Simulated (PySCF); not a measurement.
Trends in electronic spectra. Computed with PySCF, TDDFT CAM-B3LYP/def2-SVPD, vertical, gas phase, core orbitals frozen in the response. Geometries: GFN2-xTB; one conformer of each isolated species. Triplets are in the Tamm–Dancoff approximation.

Question: Rank by computed lowest singlet excitation energy, highest first.
A. `C[P@@H](=O)CC#N`
B. `C(/P=P/CC#N)C=C`
C. `CC(=O)C(F)(F)F`
D. `S=[P@@H](C(F)=C(F)F)C`

Answer: A (7.50 eV), D (5.30 eV), C (4.40 eV), B (3.17 eV).

```json
{"SMILES": "C[P@@H](=O)CC#N", "S1 (eV)": "7.50", "HOMO (eV)": "-9.81", "LUMO (eV)": "0.87", "first f ≥ 0.01 (nm)": "165", "T1 (eV)": "6.35", "S1 mainly": "H→L+1 (52%)"}
{"SMILES": "C[P@@H](=S)C(F)=C(F)F", "S1 (eV)": "5.30", "HOMO (eV)": "-8.23", "LUMO (eV)": "0.19", "first f ≥ 0.01 (nm)": "234", "T1 (eV)": "4.12", "S1 mainly": "H→L (88%)"}
{"SMILES": "CC(=O)C(F)(F)F", "S1 (eV)": "4.40", "HOMO (eV)": "-10.05", "LUMO (eV)": "-0.56", "first f ≥ 0.01 (nm)": "153", "T1 (eV)": "3.78", "S1 mainly": "H→L (98%)"}
{"SMILES": "C=CC/P=P/CC#N", "S1 (eV)": "3.17", "HOMO (eV)": "-8.58", "LUMO (eV)": "-1.77", "first f ≥ 0.01 (nm)": "293", "T1 (eV)": "2.01", "S1 mainly": "H→L (91%)"}
```

H and L stand for HOMO and LUMO.
